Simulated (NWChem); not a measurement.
C₆H₇, doublet; SMILES [CH]1C=CC=CC1

```xyz
13

C      0.0000    -1.2505     0.6260
C      0.0000    -1.2240    -0.7407
C      0.0000     0.0000    -1.4559
C      0.0000     1.2240    -0.7407
C      0.0000     1.2505     0.6260
C      0.0000     0.0000     1.4438
H      0.0000    -2.2080     1.1549
H      0.0000    -2.1663    -1.2960
H      0.0000     0.0000    -2.5474
H      0.0000     2.1663    -1.2960
H      0.0000     2.2080     1.1549
H      0.8684     0.0000     2.1392
H     -0.8684     0.0000     2.1392
```
Atoms are numbered in this order, from 1.

Results from NWChem. Spin-unrestricted. Medium grid unless said otherwise, to which SCAN and Minnesota functionals are sensitive. In the optimisation the excess spin sits in a" (Cs, its own frame). All runs use the structure optimised with PBE0/def2-SVP, spin-unrestricted. No frequency run checked for a minimum. No stability test was run on the SCF state. Level r2SCAN/def2-SVP: single points from the atomic guess with DIIS by default; each run changes one setting, and all converged runs end within 0.3 mHa of each other. NWChem's automatic level shift, which a small gap switches on, acted in some of these runs.

```json
[
 {"setting": "defaults", "SCF iterations": "11"},
 {"setting": "occupation smearing of 0.005 Ha", "SCF iterations": "11"},
 {"setting": "no level shifting", "SCF iterations": "11"},
 {"setting": "70 % damping for 30 cycles", "SCF iterations": "30"},
 {"setting": "level shift of 0.5 Ha throughout", "SCF iterations": "17"},
 {"setting": "core-Hamiltonian guess", "SCF iterations": "21"}
]
```
